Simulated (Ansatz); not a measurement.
The cluster B5. The state is a doublet with charge 0. Geometry B3LYP-D4/def2-SVP, that of the charge +1 singlet; atoms count from 1.

```
atom   x (Å)   y (Å)   z (Å)
  B1  -0.478   1.100  -0.362
  B2  -0.176  -0.929   0.785
  B3   1.019  -0.902  -0.221
  B4   0.804   0.453  -0.976
  B5  -1.169   0.278   0.775
```

The structure comes from a short search, and lower isomers may exist.

**Question.** Estimate the Mulliken populations from the PBE0/def2-TZVP orbitals of Ansatz.

**Answer.** 
```json
{"atom": "B1", "charge (e)": "0.04", "spin (α − β)": "-0.08"}
{"atom": "B2", "charge (e)": "0.04", "spin (α − β)": "-0.14"}
{"atom": "B3", "charge (e)": "-0.02", "spin (α − β)": "0.38"}
{"atom": "B4", "charge (e)": "0.00", "spin (α − β)": "0.22"}
{"atom": "B5", "charge (e)": "-0.05", "spin (α − β)": "0.62"}
```
Mulliken values depend strongly on the basis.

**Question.** Where does the spin sit?

**Answer.** Summed by element: B 1.00, of 1 unpaired in all. Largest on single atoms: B5 0.62, B3 0.38, B4 0.22.

**Question.** And the Mayer bond orders between heavy atoms (over 0.3)?

**Answer.** B1–B2 0.49 (2.35 Å); B1–B3 0.32 (2.50 Å); B1–B4 1.18 (1.56 Å); B1–B5 1.38 (1.56 Å); B2–B3 1.19 (1.56 Å); B2–B4 0.38 (2.44 Å); B2–B5 1.30 (1.56 Å); B3–B4 1.57 (1.57 Å).
